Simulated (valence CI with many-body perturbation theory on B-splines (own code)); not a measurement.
**Level structure of Tb⁶⁰⁺**

Calculated by configuration interaction combined with many-body perturbation theory (CI+MBPT): three valence electrons over a frozen Dirac-Fock core [He], radial functions for each j: 11 s, 11 p, 10 d, 8 f, 5 g, 2 h, with the one-electron correlation potential Σ1 (screened to all orders), the two-electron term Σ2, the three-electron term Σ3, Breit, model QED; selected single and double excitations, second order for the rest, scaled by the run's own slope (own B-spline code, finite nucleus).

No measured spectrum was set against this ion. As an estimate, large intervals hold to a few tenths of a per cent, small ones and those within an open d or f shell to about a per cent.

Levels 1 to 45 of 165, with energies above the lowest level, (2s^2 2p1/2) J=1/2. "Leading %" is the weight of the configuration and term that name the level; weights of strongly mixed levels are sums over their largest components and can fall short. In the jj column 3d3/2^4 stands for four electrons in 3d with j = 3/2. Lifetimes count E1, E2, E3, M1 and M2 decay at the calculated energies, and are blank where another channel may lead or the interval is too uncertain; long ones can be off by a factor of two.

```
No.  Configuration  Term    J  E (Ry)  Leading %  Second component  Lifetime              Leading jj
  1          2s²2p   ²P°  1/2    0.00        100                                  2s^2 2p1/2 (100 %)
  2          2s2p²    ⁴P  1/2   16.05         52     30 % 2s2p² ²S   58.7 ps       2s 2p1/2^2 (99 %)
  3          2s²2p   ²P°  3/2   59.84         99                      103 ps       2s^2 2p3/2 (99 %)
  4          2s2p²    ⁴P  3/2   71.07         90      7 % 2s2p² ²D   36.6 ps  2s 2p1/2 2p3/2 (100 %)
  5          2s2p²    ²D  5/2   73.81         62     38 % 2s2p² ⁴P    156 ps  2s 2p1/2 2p3/2 (100 %)
  6          2s2p²    ²P  1/2   78.30         69     30 % 2s2p² ⁴P    258 fs   2s 2p1/2 2p3/2 (99 %)
  7          2s2p²    ²D  3/2   78.43         63     36 % 2s2p² ²P    295 fs  2s 2p1/2 2p3/2 (100 %)
  8            2p³   ²P°  3/2   95.25         48      27 % 2p³ ²D°    383 fs    2p1/2^2 2p3/2 (99 %)
  9          2s2p²    ⁴P  5/2  132.23         62     38 % 2s2p² ²D   1.32 ps      2s 2p3/2^2 (100 %)
 10          2s2p²    ²S  1/2  139.03         69     18 % 2s2p² ⁴P    322 fs      2s 2p3/2^2 (100 %)
 11          2s2p²    ²P  3/2  139.09         61     31 % 2s2p² ²D    179 fs      2s 2p3/2^2 (100 %)
 12            2p³   ⁴S°  3/2  152.07         55      45 % 2p³ ²D°    189 fs   2p1/2 2p3/2^2 (100 %)
 13            2p³   ²D°  5/2  153.68        100                      205 fs   2p1/2 2p3/2^2 (100 %)
 14            2p³   ²P°  1/2  157.23        100                      171 fs   2p1/2 2p3/2^2 (100 %)
 15            2p³   ²P°  3/2  214.72         52      28 % 2p³ ²D°    127 fs         2p3/2^3 (100 %)
 16          2s²3s    ²S  1/2  578.92         98                     6.32 fs          2s^2 3s (98 %)
 17          2s²3p   ²P°  1/2  584.33         96                      163 fs       2s^2 3p1/2 (96 %)
 18         2s2p3s   ⁴P°  1/2  589.66         85   13 % 2s2p3s ²P°   7.07 fs      2s 2p1/2 3s (98 %)
 19         2s2p3s   ⁴P°  3/2  591.41         60   39 % 2s2p3s ²P°   6.31 fs      2s 2p1/2 3s (98 %)
 20         2s2p3s   ²P°  1/2  593.31         94    5 % 2s2p3s ⁴P°   8.51 fs      2s 2p1/2 3s (99 %)
 21         2s2p3p    ⁴D  1/2  594.22         72    20 % 2s2p3p ²P   8.87 fs  2s 2p1/2 3p1/2 (100 %)
 22         2s2p3p    ⁴D  3/2  596.06         40    32 % 2s2p3p ²D   3.29 fs   2s 2p1/2 3p1/2 (99 %)
 23         2s2p3p    ⁴P  1/2  598.78         47    30 % 2s2p3p ²S   6.89 fs   2s 2p1/2 3p1/2 (99 %)
 24          2s²3p   ²P°  3/2  602.07         97                     96.7 fs       2s^2 3p3/2 (97 %)
 25          2s²3d    ²D  3/2  605.84         98                     1.01 fs       2s^2 3d3/2 (98 %)
 26          2p²3s    ⁴P  1/2  608.90         42     27 % 2p²3s ²S   6.89 fs       2p1/2^2 3s (90 %)
 27          2s²3d    ²D  5/2  610.65         96                     1.08 fs       2s^2 3d5/2 (96 %)
 28         2s2p3p    ⁴P  3/2  612.65         31    27 % 2s2p3p ⁴D   8.99 fs  2s 2p1/2 3p3/2 (100 %)
 29          2p²3p   ²P°  1/2  613.38         43    37 % 2p²3p ⁴D°   1.42 fs    2p1/2^2 3p1/2 (93 %)
 30         2s2p3p    ⁴D  5/2  614.76         44    37 % 2s2p3p ²D   35.7 fs   2s 2p1/2 3p3/2 (97 %)
 31         2s2p3p    ²D  3/2  614.96         43    22 % 2s2p3p ²P   4.00 fs   2s 2p1/2 3p3/2 (99 %)
 32         2s2p3p    ²P  1/2  615.57         40    17 % 2s2p3p ²S   2.80 fs   2s 2p1/2 3p3/2 (90 %)
 33         2s2p3d   ⁴F°  3/2  615.61         71   13 % 2s2p3d ²D°   3.97 fs  2s 2p1/2 3d3/2 (100 %)
 34         2s2p3d   ⁴F°  5/2  617.61         45   29 % 2s2p3d ²F°   5.49 fs   2s 2p1/2 3d3/2 (97 %)
 35         2s2p3d   ²P°  3/2  618.84         29   26 % 2s2p3d ⁴D°    820 as   2s 2p1/2 3d3/2 (98 %)
 36         2s2p3d   ⁴D°  1/2  619.26         52   37 % 2s2p3d ²P°    997 as   2s 2p1/2 3d3/2 (94 %)
 37         2s2p3d   ⁴P°  5/2  621.27         34   29 % 2s2p3d ⁴D°   1.07 fs   2s 2p1/2 3d5/2 (99 %)
 38         2s2p3d   ²F°  7/2  623.13         38   38 % 2s2p3d ⁴F°   1.11 fs  2s 2p1/2 3d5/2 (100 %)
 39         2s2p3d   ²F°  5/2  623.95         50   23 % 2s2p3d ²D°   1.11 fs   2s 2p1/2 3d5/2 (98 %)
 40         2s2p3d   ²P°  3/2  623.98         39   34 % 2s2p3d ²D°   1.11 fs   2s 2p1/2 3d5/2 (96 %)
 41          2p²3p   ²P°  3/2  632.22         33    20 % 2p²3p ⁴D°   3.80 fs    2p1/2^2 3p3/2 (96 %)
 42          2p²3d    ²D  3/2  635.01         42     33 % 2p²3d ⁴F   5.82 fs    2p1/2^2 3d3/2 (98 %)
 43          2p²3d    ²D  5/2  640.72         35     18 % 2p²3d ⁴D   1.14 fs    2p1/2^2 3d5/2 (98 %)
 44         2s2p3s   ⁴P°  5/2  649.64        100                     9.14 fs     2s 2p3/2 3s (100 %)
 45         2s2p3s   ²P°  3/2  651.33         77   23 % 2s2p3s ⁴P°   5.57 fs     2s 2p3/2 3s (100 %)
```

The ionisation energy to 2s² ¹S0 of the next ion comes out as 13997 eV (NIST: 14003 ± 10 eV (theoretical)). All 165 levels together are meant to be complete up to 838.39 Ry.
